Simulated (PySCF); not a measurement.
A GIAO shielding run with PySCF (density fitting, non-relativistic, gas phase) on SMILES C=C[C@@H](CC#N)O[SiH2]C#N, C₆H₈N₂OSi:

```
$ OMP_NUM_THREADS=1 python probes_run.py task.json out

{"job": {"kind": "nmr", "xc": "PBE0", "basis": "pcSseg-1"}, "charge": 0, "multiplicity": 1}
C     -1.132786    -1.936980    -1.005245
C     -1.158586    -1.047524    -0.032083
C     -0.452885     0.276769    -0.096525
C     -1.442871     1.436673     0.136128
C     -0.790074     2.696029    -0.108219
N     -0.239216     3.675844    -0.314119
O      0.519802     0.326326     0.917545
Si     2.124542     0.139705     0.864190
C      2.546026    -1.525772     0.107221
N      2.773696    -2.539286    -0.376055
H     -0.616660    -1.749066    -1.932491
H     -1.625916    -2.889213    -0.916409
H     -1.659775    -1.246583     0.904939
H      0.018060     0.395526    -1.081363
H     -2.298827     1.333235    -0.535284
H     -1.787904     1.409395     1.173072
H      2.431917     0.132155     2.282436
H      2.782697     1.119084     0.000604
```

Hardware: 1 thread of an Arm Neoverse N1, shared host. The job also computes population analyses, field gradients.

**Question.** How large is the calculation?

**Answer.** 80 electrons, 217 basis functions and 1136 auxiliary functions.

**Question.** How long does it take, and how much memory does it need?

**Answer.** 80 s of wall time, with 15 SCF cycles and 5 response iterations; peak memory 1 GiB. Times on a shared host scatter by some tens of per cent.
